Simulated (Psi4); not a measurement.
Method: SAPT0/jun-cc-pVDZ, frozen core in Psi4.

Psi4 input:

```
molecule {
0 1
O -0.00055998 0.38960113 0.00000000
H -0.76474040 -0.19590029 -0.00000000
H 0.76530038 -0.19370084 -0.00000000
--
0 1
Br 3.04947280 1.64178714 -0.77211005
H 1.63544289 1.75908431 -0.64213880
units angstrom
symmetry c1
no_reorient
no_com
}
set basis jun-cc-pvdz
set scf_type df
set freeze_core true
energy('sapt0')
```

Part of the output:

```
    SAPT Results
  --------------------------------------------------------------------------------------------------------
    Electrostatics                 -7.87348904 [mEh]      -4.94068897 [kcal/mol]     -20.67184264 [kJ/mol]
      Elst10,r                     -7.87348904 [mEh]      -4.94068897 [kcal/mol]     -20.67184264 [kJ/mol]

    Exchange                        7.29510086 [mEh]       4.57774490 [kcal/mol]      19.15328468 [kJ/mol]
      Exch10                        7.29510086 [mEh]       4.57774490 [kcal/mol]      19.15328468 [kJ/mol]
      Exch10(S^2)                   7.26206788 [mEh]       4.55701639 [kcal/mol]      19.06655659 [kJ/mol]

    Induction                      -1.80449494 [mEh]      -1.13233767 [kcal/mol]      -4.73770080 [kJ/mol]
      Ind20,r                      -2.91328842 [mEh]      -1.82811608 [kcal/mol]      -7.64883768 [kJ/mol]
      Exch-Ind20,r                  1.93680304 [mEh]       1.21536225 [kcal/mol]       5.08507567 [kJ/mol]
      delta HF,r (2)               -0.82800956 [mEh]      -0.51958384 [kcal/mol]      -2.17393879 [kJ/mol]

    Dispersion                     -2.02301596 [mEh]      -1.26946168 [kcal/mol]      -5.31142767 [kJ/mol]
      Disp20                       -2.41019249 [mEh]      -1.51241862 [kcal/mol]      -6.32795951 [kJ/mol]
      Exch-Disp20                   0.38717653 [mEh]       0.24295694 [kcal/mol]       1.01653184 [kJ/mol]
      Disp20 (SS)                  -1.20509625 [mEh]      -0.75620931 [kcal/mol]      -3.16397976 [kJ/mol]
      Disp20 (OS)                  -1.20509625 [mEh]      -0.75620931 [kcal/mol]      -3.16397976 [kJ/mol]
      Exch-Disp20 (SS)              0.19809682 [mEh]       0.12430763 [kcal/mol]       0.52010312 [kJ/mol]
      Exch-Disp20 (OS)              0.18907971 [mEh]       0.11864931 [kcal/mol]       0.49642872 [kJ/mol]

  Total HF                         -2.38288312 [mEh]      -1.49528173 [kcal/mol]      -6.25625876 [kJ/mol]
  Total SAPT0                      -4.40589908 [mEh]      -2.76474341 [kcal/mol]     -11.56768643 [kJ/mol]
```
